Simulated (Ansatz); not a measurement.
A nudged elastic band was laid between two geometries of CH9BGeSi (13 atoms, charge 0, multiplicity 1).

Computed with RKS r2SCAN-D4/def2-SVP (Ansatz).

```
movable images  : 9
climbing image  : yes
spring          : 5.0 eV/Å²
optimiser       : quadratic models (default)
start path      : IDPP
force threshold : 0.2 eV/Å
iteration limit : 42
end points      : relaxed
```

Initial state:

```xyz
13
Properties=species:S:1:pos:R:3
C -1.198 1.696 -0.897
B -1.009 0.802 0.362
Ge 0.821 0.069 0.934
Si 1.009 -2.113 -0.030
H -1.264 2.720 -0.466
H -0.366 1.716 -1.617
H -2.156 1.546 -1.420
H -1.972 0.513 1.039
H 1.009 -0.101 2.453
H 2.014 0.885 0.395
H 0.863 -2.032 -1.517
H -0.066 -3.009 0.496
H 2.337 -2.725 0.283
```

Final state:

```xyz
13
Properties=species:S:1:pos:R:3
C -1.947 0.934 0.575
B -0.637 1.216 -0.216
Ge 1.186 0.439 0.321
Si 1.314 -1.749 -0.639
H -2.491 0.181 -0.034
H -1.838 0.522 1.589
H -2.622 1.806 0.593
H -0.705 1.825 -1.263
H 1.361 0.253 1.842
H 2.404 1.223 -0.203
H 1.199 -1.672 -2.128
H 0.191 -2.596 -0.128
H 2.606 -2.417 -0.295
```

(1) What changes between the two ends?

(2) What energy profile does the band end with?

(3) What is the geometry of the highest image?

Answers

(1) No bond is made or broken. The dihedral C1–B2–Ge3–H10 goes from 23 to -157°.

(2) The run converged. The highest image is number 5 of 0 to 10, 0.090 eV above the first end and 0.086 eV above the last; the last end lies 0.005 eV above the first. The threshold of 0.2 eV/Å is loose, so the images may lie well off the minimum-energy path. The order of the stationary point at the top wasn't checked.

```
image  path coordinate (Å)  energy (eV)  dihedral C1–B2–Ge3–H10 (°)
    0                 0.00        0.000                          23
    1                 0.80        0.011                           7
    2                 1.61        0.035                          -9
    3                 2.41        0.063                         -26
    4                 3.22        0.084                         -45
    5                 4.02        0.090                         -65
    6                 4.83        0.077                         -85
    7                 5.63        0.053                        -106
    8                 6.44        0.030                        -125
    9                 7.24        0.012                        -142
   10                 8.05        0.005                        -157
```

(3) 
```xyz
13
Properties=species:S:1:pos:R:3:forces:R:3
C -1.245 2.209 -0.339 0.10 -0.01 -0.05
B -0.863 0.702 -0.331 -0.07 -0.06 0.02
Ge 0.980 -0.068 0.242 -0.06 -0.01 -0.01
Si 0.917 -2.445 0.254 0.01 0.02 0.00
H -1.806 2.345 0.610 0.00 -0.01 0.03
H -0.408 2.920 -0.322 0.01 0.06 0.03
H -1.962 2.484 -1.131 0.01 -0.03 0.01
H -1.713 -0.113 -0.626 -0.02 0.03 -0.02
H 1.413 0.437 1.636 -0.02 0.03 0.00
H 2.084 0.409 -0.726 0.01 0.01 -0.02
H 0.538 -2.936 -1.107 0.00 -0.01 -0.01
H -0.131 -2.908 1.217 -0.01 -0.01 0.01
H 2.217 -3.071 0.638 0.04 -0.02 0.01
```

Time of the run: 2.5 min on 2 threads of Arm Neoverse V2 (shared host), peak memory 0.2 GiB.
